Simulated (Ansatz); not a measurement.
C$_{2}$H$_{7}$NOSi, SMILES `C[SiH2]C(N)=O`. Total charge 0; spin multiplicity 1.

```xyz
12

C    -1.197    1.111   -1.072
Si    0.282    0.012   -0.814
C     0.111   -0.808    0.918
N     1.199   -0.887    1.721
O    -0.975   -1.252    1.244
H    -1.244    1.480   -2.099
H    -1.169    1.968   -0.397
H    -2.103    0.540   -0.861
H     1.569    0.765   -0.902
H     0.328   -1.095   -1.804
H     1.116   -1.334    2.621
H     2.083   -0.500    1.445
```

Question: List the harmonic frequencies (cm⁻¹, unscaled) at PBE0-D4/def2-TZVP in Ansatz. (Best estimate.)

Answer: Computed: 49, 136, 150, 250, 288, 394, 444, 502, 640, 653, 690, 730, 767, 884, 895, 944, 1088, 1275, 1319, 1446, 1451, 1615, 1739, 2187, 2227, 3058, 3146, 3149, 3582, 3736.

Question: Is this a minimum?

Answer: Yes, all 30 modes are real.

Question: Give the ideal-gas thermochemistry at 298.15 K and 1 bar (rigid rotor, harmonic oscillator; point group C1, symmetry number 1).

Answer: Zero-point energy 235.9 kJ/mol; H(298) − E = 258.1 kJ/mol; entropy 352.1 J/(mol·K), of which translation 164.9, rotation 111.1, vibration 76.1; G(298) − E = 153.1 kJ/mol. Modes under 100 cm⁻¹ are hindered rotations or soft bends, so the harmonic entropy is rough.

Question: And at 400, 500, 600, 800 and 1000 K?

Answer: 
```csv
T (K),H − E (kJ/mol),S (J/mol/K),G − E (kJ/mol)
400,271.2,389.7,115.3
500,286.2,423.1,74.6
600,302.9,453.5,30.8
800,340.3,507.2,-65.4
1000,381.9,553.5,-171.6
```

Question: Rotational constants (cm⁻¹)?

Answer: 0.2306, 0.0859, 0.06981.
